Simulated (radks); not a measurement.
Values are calculated unless marked as measured or tabulated.
Eu+, configuration [Xe] 4f7 6s1.

Level of theory: scalar-relativistic Kohn-Sham, LDA (Slater exchange, Perdew-Wang correlation), spin-polarised, spherical densities, point nucleus; open shells are filled with parallel spins first (spin-orbit coupling, left out, can overturn this in heavy ions) (a radial shooting solver on a logarithmic mesh with Libxc functionals).

Energy parts (hartree):
total: -10836.7601
kinetic: 11607.8604
electron-nucleus: -26409.8830
Hartree: 4200.0888
exchange-correlation: -234.8263

Orbitals (lengths in bohr, moments of r in powers of bohr; <r^-3> diverges for s and p1/2; r(90%) holds 90 % of the orbital's charge):
| orbital | occ. | eigenvalue (hartree) | r(90%) | <r^4> | <r^-3> |
|---|---|---|---|---|---|
| 1s up | 1 | -1776.103 | 0.0404 | 1.228e-06 | - |
| 1s down | 1 | -1776.103 | 0.0404 | 1.228e-06 | - |
| 2s up | 1 | -291.8523 | 0.147 | 0.0001965 | - |
| 2s down | 1 | -291.8489 | 0.147 | 0.0001965 | - |
| 2p up | 3 | -260.1624 | 0.137 | 0.0001461 | 10770 |
| 2p down | 3 | -260.1600 | 0.137 | 0.0001461 | 10770 |
| 3s up | 1 | -64.38320 | 0.367 | 0.007687 | - |
| 3s down | 1 | -64.29564 | 0.366 | 0.007662 | - |
| 3p up | 3 | -54.52104 | 0.372 | 0.008043 | 2241 |
| 3p down | 3 | -54.43423 | 0.371 | 0.008011 | 2246 |
| 3d up | 5 | -41.29887 | 0.353 | 0.006453 | 303.5 |
| 3d down | 5 | -41.23092 | 0.352 | 0.006414 | 304.2 |
| 4s up | 1 | -12.99962 | 0.814 | 0.1912 | - |
| 4s down | 1 | -12.79804 | 0.814 | 0.1913 | - |
| 4p up | 3 | -9.75439 | 0.873 | 0.2514 | 498.6 |
| 4p down | 3 | -9.55397 | 0.874 | 0.2521 | 498.1 |
| 4d up | 5 | -5.23291 | 0.985 | 0.4048 | 56.07 |
| 4d down | 5 | -5.03532 | 0.987 | 0.4099 | 55.90 |
| 4f up | 7 | -0.38641 | 1.66 | 4.952 | 6.934 |
| 4f down | 0 | -0.21753 | 1.90 | 11.23 | 6.423 |
| 5s up | 1 | -1.91375 | 1.98 | 6.723 | - |
| 5s down | 1 | -1.80197 | 2.02 | 7.182 | - |
| 5p up | 3 | -1.13636 | 2.38 | 13.93 | 66.73 |
| 5p down | 3 | -1.04955 | 2.43 | 15.20 | 62.45 |
| 6s up | 1 | -0.33584 | 5.44 | 373.3 | - |
| 6s down | 0 | -0.29589 | 5.68 | 442.2 | - |

The highest occupied level is 6s up at -9.139 eV. Spin moment in Bohr magnetons: 8. Summed over all electrons, <r^2> = 56.41 bohr^2, which gives a Langevin (diamagnetic) susceptibility term of -44.7 x 10^-6 cm^3/mol. The density falls to 0.001 e/bohr^3 at r = 4.48 bohr. For comparison, the ionisation energy in NIST's Atomic Spectra Database is 11.24 eV (semi-empirical). In exact Kohn-Sham theory the highest level is minus the ionisation energy, but local and semilocal functionals leave it too shallow, through self-interaction and a potential that decays too fast; potentials with the right tail come closer.
